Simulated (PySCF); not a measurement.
Species: C2H11NOSi2.
SMILES: `N[SiH2]CC[SiH2]O`

A linear-response calculation (PySCF, def2-SVPD basis, gas phase, vertical, core orbitals frozen in the response) gave these numbers; the functional is withheld.

Orbital energies (eV): HOMO-3 -10.34, HOMO-2 -10.03, HOMO-1 -9.46, HOMO -9.13, LUMO 0.74, LUMO+1 1.27, LUMO+2 1.77.

| state | E (eV) | f | main configurations (H = HOMO, L = LUMO) |
| --- | --- | --- | --- |
| S1 | 6.81 | 0.023 | H-1→L (66%), H→L (20%) |
| S2 | 7.25 | 0.0010 | H→L (56%), H-1→L (16%), H→L+4 (13%) |
| S3 | 7.59 | 0.0059 | H→L+1 (78%) |
| S4 | 7.90 | 0.046 | H-1→L+1 (56%), H→L+3 (13%), H-1→L+3 (9%) |
| S5 | 8.00 | 0.012 | H-3→L (30%), H→L+4 (21%), H-2→L (10%) |
| S6 | 8.09 | 0.0020 | H-2→L (42%), H→L+4 (15%), H-2→L+4 (13%) |

Triplets, Tamm–Dancoff:

| state | E (eV) | λ (nm) | main configurations (H = HOMO, L = LUMO) |
| --- | --- | --- | --- |
| T1 | 6.46 | 191.8 | H-1→L (64%), H→L (16%) |
| T2 | 7.02 | 176.7 | H→L (48%), H→L+4 (18%), H-1→L (11%) |
| T3 | 7.33 | 169.1 | H→L+1 (67%) |
| T4 | 7.58 | 163.6 | H-1→L+1 (47%), H→L+3 (14%), H-1→L+3 (9%) |

Vertical ionisation energy by ΔSCF with the same functional: 9.86 eV. Mean static polarisability: 89.1 au.

Task: Name the functional.
A. PBE
B. PBE0
C. CAM-B3LYP
D. HF

Result: C. CAM-B3LYP is range-separated, 19% exact exchange at short range and 65% at long range (ω = 0.33 bohr⁻¹). In this run −ε(HOMO) = 9.13 eV differs from the ΔSCF value by -0.73 eV, and S1 differs from the orbital gap of 9.88 eV by -3.07 eV. The ratio −ε(HOMO)/IP is 0.93. Small neutral molecules mostly give 0.85 to 0.93 with CAM-B3LYP, 0.5 to 0.7 with PBE, 0.7 to 0.83 with PBE0; with Hartree–Fock the ratio is 1 or more (Koopmans' value less the relaxation energy is the ΔSCF value). The other options: PBE, a GGA without exact exchange; HF, time-dependent Hartree–Fock, 100% exact exchange; PBE0, a global hybrid with 25% exact exchange.

Level of theory: PySCF, TDDFT CAM-B3LYP/def2-SVPD, vertical, gas phase, core orbitals frozen in the response. Isolated species at its PBE0-D3(BJ)/def2-SVP geometry (one conformer only).
